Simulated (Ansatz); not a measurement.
A run for Ansatz (an electronic-structure program): R-wB97M-V/def2-TZVPPD on H4OSi (SMILES O[SiH3]) with ghost functions. Files ending in .json are basis or fitting sets from the Basis Set Exchange.

Ansatz 0.2 input:
```yaml
crystal:
  periodic: [false, false, false]
  atoms:
    - {symbol: O, position_ang: [0.74738692, 0.10192979, 2.37386267]}
    - {symbol: Si, position_ang: [0.30835326, -0.82291889, 3.68772311]}
    - {symbol: H, position_ang: [1.66674868, 0.36897394, 2.29094090]}
    - {symbol: H, position_ang: [1.05209503, -2.10339029, 3.70245523]}
    - {symbol: H, position_ang: [-1.13649673, -1.06119779, 3.51609245]}
    - {symbol: H, position_ang: [0.57244258, -0.09987054, 4.95279636]}
basis:
  gaussian:
    orbitals: def2-TZVPPD.json
    ghost_atoms:
      - {symbol: C, position_ang: [-1.24173655, 1.04102897, 0.17973314]}
      - {symbol: N, position_ang: [-1.98824096, 1.38178261, -0.62158182]}
      - {symbol: H, position_ang: [-0.54110061, 0.72179297, 0.93158787]}
hamiltonian:
  xc: {name: wB97M-V}
scf: {lower_state_search: off}
```

The head of its log:

```
Functional definition: wB97M-V
[...]
these checks for a lower state are left out or cut short: stability, starts, cluster_reference, orbital_swaps, neighbouring_geometries, increment
integrals: 0.21 GiB planned
1115 factors; their error is unknown
integrals: 0.24 GiB planned
334 factors; integrals over basis functions are off by at most 3.2e-5 eV
mean field: 1.57 GiB planned
mean field evaluation 1: about -9987.0571 eV, gradient 4.6e1 eV
mean field evaluation 2: about -9985.5845 eV, gradient 5.6e1 eV
```

Task: Predict the final total energy.

Result: -367.1437 hartree.
